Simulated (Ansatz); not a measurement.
Process, species as SMILES: CCCC(C)=O → CCC(=O)CC
Geometries: B3LYP-D3(BJ)/def2-TZVP minima from Ansatz (a quantum-chemistry and plane-wave program), one conformer each, not searched for the lowest.

Property: isomerisation energy (electronic energy difference), in kJ/mol. Cores are frozen in the correlated levels unless marked. No spin-orbit coupling. No relativistic terms. CBS marks a two-point X^-3 extrapolation of the correlation energy; Hartree-Fock from the larger set.

| level | program | isomerisation energy (kJ/mol) |
|---|---|---|
| SVWN5/def2-TZVPD | Ansatz | -2.8 |
| PBE0-D4/def2-TZVPD | Ansatz + dftd4 | -2.0 |
| r2SCAN0-D4/def2-TZVPD | Ansatz + dftd4 | -2.4 |
| LC-wPBE-D4/def2-TZVPD | Ansatz + dftd4 | -2.5 |
| wB97M-V/def2-TZVPD | Ansatz | -2.1 |
| B2GP-PLYP/def2-TZVPD | Ansatz | -1.7 |
| MP2/cc-pwCVTZ | Ansatz | -2.6 |
| SCS-MP2/6-31G* | Ansatz | -2.8 |
| SCS-MP2/aug-cc-pVDZ | Ansatz | -2.1 |
| SCS-MP2/cc-pVDZ | Ansatz | -3.1 |
| SCS-MP2/cc-pVQZ | Ansatz | -2.0 |
| CCSD(T)/6-31G | Ansatz | -2.5 |
| CCSD(T)/6-31G* | Ansatz | -2.8 |
| CCSD(T)/cc-pVQZ | Ansatz | -2.3 |
| CCSD(T)/CBS(cc-pVTZ,cc-pVQZ) | Ansatz | -2.2 |
